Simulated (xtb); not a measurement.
ClLi, charge +1, doublet, at a GFN2-xTB geometry (such geometries of metal compounds can be far from the true shape) (a state made from the parent by changing its charge; the spin is typed, not shown lowest); GFN-FF in xtb.

The xtb input:
```
$ xtb mol.xyz --gfnff --chrg 1 --uhf 1 --json

# file mol.xyz
2

Li    -0.00000000    -0.00000000    -1.95078436
Cl     0.00000000     0.00000000     0.34425606
```

**Question.** Predict the main parts of the log of this xtb run.

**Answer.** 
```
   ID    Z sym.   atoms
    1    3 Li     1
    2   17 Cl     2

           -------------------------------------------------
          |                Calculation Setup                |
           -------------------------------------------------

          ==================== Thresholds ====================
          CN  :   150.00000
          rep :   500.00000
          disp:  2500.00000
          HB1 :   250.00000
          HB2 :   450.00000

          Pauling EN used:
          Z : 3  EN :  0.98
          Z :17  EN :  3.16
          electric field strengths (au): 0.000

           -------------------------------------------------
          |           Force Field Initialization            |
           -------------------------------------------------

          distances ...
          ----------------------------------------
          generating topology and atomic info file ...
          pair mat ...
          computing topology distances matrix with Floyd-Warshall algo ...
          making topology EEQ charges ...
          #fragments for EEQ constrain: 1
          ----------------------------------------
          generating topology and atomic info file ...
          pair mat ...
          computing topology distances matrix with Floyd-Warshall algo ...
          making topology EEQ charges ...
          #fragments for EEQ constrain: 1
          rings ...
          # BATM   0
          # H in HB   0

  atom   neighbors  erfCN metchar sp-hybrid imet pi  qest     coordinates
    1  Li      1    0.97   0.06         0    1    0   0.410   -0.000000   -0.000000   -3.686448
    2  Cl      1    0.97   0.00         0    0    0   0.590    0.000000    0.000000    0.650550

          #atoms :   2
          #bonds :   1
          #angl  :   0
          #tors  :   0
          #nmol  :   1
          #optfrag :   1
           -------------------------------------------------
          |                   G F N - F F                   |
          |          A general generic force-field          |
          |                  Version 1.0.3                  |
           -------------------------------------------------
          Number of HB bonds (bound hydrogen)     0
          Number of HB bonds (unbound hydrogen)   0
          Number of XB bonds                      0

         :::::::::::::::::::::::::::::::::::::::::::::::::::::
         ::                     SUMMARY                     ::
         :::::::::::::::::::::::::::::::::::::::::::::::::::::
         :: total energy               1.307739647419 Eh    ::
         :: gradient norm              0.017087048349 Eh/a0 ::
         ::.................................................::
         :: bond energy               -0.022544618635 Eh    ::
         :: angle energy               0.000000000000 Eh    ::
         :: torsion energy             0.000000000000 Eh    ::
         :: repulsion energy           0.000577214758 Eh    ::
         :: electrostat energy         1.330002714291 Eh    ::
         :: dispersion energy         -0.000295662995 Eh    ::
         :: HB energy                  0.000000000000 Eh    ::
         :: XB energy                  0.000000000000 Eh    ::
         :: bonded atm energy          0.000000000000 Eh    ::
         :: external energy            0.000000000000 Eh    ::
         :: add. restraining           0.000000000000 Eh    ::
         :: total charge               1.000000000000 e     ::
         :::::::::::::::::::::::::::::::::::::::::::::::::::::

           -------------------------------------------------
          |                Property Printout                |
           -------------------------------------------------

molecular dipole:
                 x           y           z       tot (Debye)
 q only:        0.000       0.000      -1.244       3.162

           -------------------------------------------------
          | TOTAL ENERGY                1.307739647419 Eh   |
          | GRADIENT NORM               0.017087048349 Eh/α |
           -------------------------------------------------
########################################################################
[WARNING] Runtime exception occurred
-1- gfnff_setup: Could not read topology file.
########################################################################

normal termination of xtb
```
